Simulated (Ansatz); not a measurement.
GeMeCl3 (CH₃Cl₃Ge), relaxed as a singlet with RKS r2SCAN-D4/def2-SVP in Ansatz, starting from the GFN2-xTB geometry. Force threshold 0.02 eV/Å.

Start:

Cartesian coordinates in Å:
```
Ge 0.2194 0.7750 -0.2746
C -0.2991 -1.0482 0.3706
H 0.5846 -1.6739 0.4400
H -1.0029 -1.4913 -0.3262
H -0.7618 -0.9656 1.3487
Cl -1.4939 2.0168 -0.5147
Cl 1.2210 0.6620 -2.1503
Cl 1.5326 1.7252 1.1066
```

(1) Estimate the energy that the relaxation releases and the steps that it takes.

(2) Does the start keep its bonding and symmetry?

(3) Predict the relaxed structure.

## Answers

(1) 6.7 kJ/mol, in 4 steps; 8.5 s on 4 threads of Intel Xeon on a shared host. No frequencies were taken in this run, so the end may be a saddle point.

(2) By distances, no bond broke or formed. The bond that changes most is Ge1–C2, from 2.00 to 1.93 Å (atoms count from 1). Point group C3 at the start, C3 at the end, both within 0.05 Å.

(3) 
```xyz
8

Ge    0.2097    0.7337   -0.2597
C    -0.2912   -1.0190    0.3607
H     0.6105   -1.6417    0.4454
H    -0.9893   -1.4692   -0.3590
H    -0.7754   -0.9278    1.3432
Cl   -1.5141    1.9965   -0.4969
Cl    1.2095    0.6293   -2.1602
Cl    1.5404    1.6981    1.1265
```
Bond lengths: 3 × Cl–Ge 2.15 Å; 1 × C–Ge 1.93 Å; 3 × C–H 1.10 Å.
